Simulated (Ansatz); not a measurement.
Program: Ansatz.

Input:

```yaml
crystal:
  periodic: [false, false, false]
  atoms:
    - { symbol: B, position_ang: [1.703849, -1.876013, 0.251763] }
    - { symbol: C, position_ang: [0.485666, -0.971385, 0.518257] }
    - { symbol: C, position_ang: [-0.029609, -1.017606, 1.765665] }
    - { symbol: Si, position_ang: [-0.168336, 0.188006, -0.812362] }
    - { symbol: Al, position_ang: [1.31278, 1.892751, -1.22666] }
    - { symbol: Si, position_ang: [-2.245572, 0.866374, -0.267121] }
    - { symbol: H, position_ang: [2.35008, -1.754881, -0.718282] }
    - { symbol: H, position_ang: [2.020759, -2.689879, 1.0321] }
    - { symbol: H, position_ang: [0.373913, -1.684765, 2.53893] }
    - { symbol: H, position_ang: [-0.875302, -0.397463, 2.100267] }
    - { symbol: H, position_ang: [-0.319677, -0.637814, -1.987968] }
    - { symbol: H, position_ang: [2.175672, 2.437512, -0.128904] }
    - { symbol: H, position_ang: [1.396883, 2.50488, -2.592956] }
    - { symbol: H, position_ang: [-3.136856, -0.232231, -0.002515] }
    - { symbol: H, position_ang: [-2.825133, 1.645687, -1.329869] }
    - { symbol: H, position_ang: [1.853849, -1.776013, 0.251763] }
basis:
  gaussian: { orbitals: STO-3G }
hamiltonian:
  xc: cam_b3lyp
neb:
  order_check: false
  images: 7
  f_tol: 0.03
  max_iterations: 8
  final_atoms:
    - { symbol: B, position_ang: [1.66824775, -1.91692613, 0.24946369] }
    - { symbol: C, position_ang: [0.48423932, -0.97057992, 0.52473342] }
    - { symbol: C, position_ang: [0.00179525, -0.96959181, 1.78650137] }
    - { symbol: Si, position_ang: [-0.15788392, 0.18647582, -0.81189382] }
    - { symbol: Al, position_ang: [1.30592628, 1.90980906, -1.21128524] }
    - { symbol: Si, position_ang: [-2.24799121, 0.84303233, -0.29443837] }
    - { symbol: H, position_ang: [2.34744168, -1.79279033, -0.70314717] }
    - { symbol: H, position_ang: [1.93705213, -2.76518587, 1.01328829] }
    - { symbol: H, position_ang: [-0.80070349, -0.30041972, 2.13035432] }
    - { symbol: H, position_ang: [0.40303198, -1.62795554, 2.56799041] }
    - { symbol: H, position_ang: [-0.28099432, -0.63756497, -1.99216273] }
    - { symbol: H, position_ang: [2.27761323, 2.35171369, -0.15823617] }
    - { symbol: H, position_ang: [1.26308385, 2.63588591, -2.52273661] }
    - { symbol: H, position_ang: [-3.13814756, -0.26629357, -0.07368515] }
    - { symbol: H, position_ang: [-2.80779856, 1.64129835, -1.3541439] }
    - { symbol: H, position_ang: [-2.2776134, 1.6565927, 0.89349965] }
  initial_path: idpp
```

Launched with:

```bash
$ ansatz run input.yaml --threads 1 --pin off --max-ram 2048MiB --backend cpu --events-out ev --progress --plain --runs-dir out
```

Task: Is this a sound run?

Result: The last atom was typed 0.18 Å from the first. The program accepted the input, but its numbers aren't properties of this system. The calculation hadn't finished when its time ran out.

```
WARN: NEB end point (image 0): max|allowed force component| = 1.392e3 eV/Å (the criterion of neb.relax_end_points is 1.000e-2). That is over neb.f_tol: it is no minimum, so the barrier can be far off. Relax it first
WARN: NEB end point (image 8): max|allowed force component| = 1.076e-1 eV/Å (the criterion of neb.relax_end_points is 1.000e-2). That is over neb.f_tol: it is no minimum, so the barrier can be far off. Relax it first
NEB iter   1: max|band force component| = 1.775e1 eV/Å  barrier→ = 0.0000 eV  barrier← = 203.7426 eV  Δτ_max = 0.2000 Å  (275 SCF iters)
NEB iter   2: max|band force component| = 4.824e0 eV/Å  barrier→ = 0.0000 eV  barrier← = 203.7426 eV  Δτ_max = 0.2000 Å  (238 SCF iters)
Error: SIGTERM received: run cancelled behind 238 evaluations of the mean field
```
